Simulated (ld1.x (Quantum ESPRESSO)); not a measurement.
## Be: excitation energies, all-electron against RRKJ

Be, norm-conserving RRKJ (Kleinman–Bylander form), made with ld1.x (Quantum ESPRESSO) 7.5 (BLYP, non-relativistic). Core [He], reference 2s2 2p0. Waves: 2s (bound): rc 2.20 bohr; 2p (bound, empty): rc 4.20 bohr. Local part: the p channel. Core correction: a·sin(br)/r model core inside 1.40 bohr.

Energies are relative to the spin-unpolarised reference configuration 2s2 2p0; without spin polarisation the order of configurations can differ from experiment.

| valence configuration | charge | ΔE all-electron (eV) | error AE − PS (meV) |
| --- | --- | --- | --- |
| 2s1.5 2p0 | +0.5 | 3.695 | +1.9 |
| 2s1 2p1 | 0 | 3.567 | -20 |
| 2s0 2p1 | +1 | 13.302 | -188 |
| 2s0 2p2 | 0 | 7.178 | -78 |

(1) What are ΔE and the potential's error for 2s1 2p0?

Levels in the configuration 2s1 2p1:

```tsv
level	all-electron (eV)	pseudo (eV)
2s	-6.018	-6.097
2p	-2.425	-2.465
```

## Answers

(1) ΔE = 9.437 eV all-electron; the error (AE − PS) is +21 meV.
